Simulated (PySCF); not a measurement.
Compound: 3-methanesulfonylphenol, C7H8O3S.
Bonds: C1–S2, S2–O3 (double), S2–O4 (double), S2–C5, C5–C6 (aromatic), C6–C7 (aromatic), C7–C8 (aromatic), C8–C9 (aromatic), C9–O10, C9–C11 (aromatic), C5–C11 (aromatic). Hydrogens: H12, H13, H14 on C1; H15 on C6; H16 on C7; H17 on C8; H18 on O10; H19 on C11.

Computed with PBE0-D3(BJ)/def2-SVP geometry optimisation, gas phase in PySCF 2.14.0.

Question: List the bond lengths, angles and torsions at this level.

Answer: 
| bond | length (Å) |
| --- | --- |
| C1–S2 | 1.786 |
| S2=O3, S2=O4 | 1.461 |
| S2–C5 | 1.785 |
| C5–C6 | 1.391 |
| C6–C7 | 1.395 |
| C7–C8 | 1.390 |
| C8–C9 | 1.401 |
| C9–O10 | 1.345 |
| C9–C11 | 1.397 |
| C5–C11 | 1.392 |
| C1–H12, C1–H13, C1–H14 | 1.098 |
| C6–H15 | 1.091 |
| C7–H16 | 1.092 |
| C8–H17 | 1.092 |
| O10–H18 | 0.963 |
| C11–H19 | 1.094 |

Bonds in one row agree within 0.01 Å and their mean is given. A selection of angles:
| angle | degrees |
| --- | --- |
| C1–S2–O3 | 107.4 |
| C1–S2–C5 | 103.6 |
| O3–S2–O4 | 121.3 |
| O3–S2–C5 | 108.1 |
| S2–C5–C6 | 119.3 |
| S2–C5–C11 | 118.1 |
| C6–C5–C11 | 122.5 |
| C5–C6–C7 | 117.9 |
| C6–C7–C8 | 120.9 |
| C7–C8–C9 | 120.4 |
| C8–C9–O10 | 117.8 |
| C8–C9–C11 | 119.5 |
| O10–C9–C11 | 122.7 |
| C5–C11–C9 | 118.9 |
| H18–O10–C9 | 109.6 |

Torsions: C1–S2–C5–C6 -86° (synclinal); H18–O10–C9–C8 -178° (antiperiplanar). The mirror-image conformer, all signs reversed, is as good.

Of the pairs four or more bonds apart, O4···H19 is among the closest relative to their van der Waals radii: 2.48 Å, 91 % of the sum of Bondi's values. S2 (sulfonyl sulfur) is distorted tetrahedral (angles from 103.6° to 121.3°). O10 (phenol-type oxygen) is bent (angle 109.6°). The 6-membered ring C5–C6–C7–C8–C9–C11 has internal angles of 117.9° to 122.5°; it is planar, 0.00 Å rms from its mean plane, widest ring torsion 1°.

Point group: C1 (no symmetry element, even within 0.4 Å). Not checked by PBE0-D3(BJ)/def2-SVP frequencies. The numbers are those of one conformer (C1–S2–C5–C6 -86°, C8–C9–O10–H -178°).

Time: 2.2 min; peak memory 0.98 GiB. Hardware: an Arm Neoverse V2 with one thread, shared host with 32 logical CPUs at a one-minute load of 14. These figures are those of the optimisation.
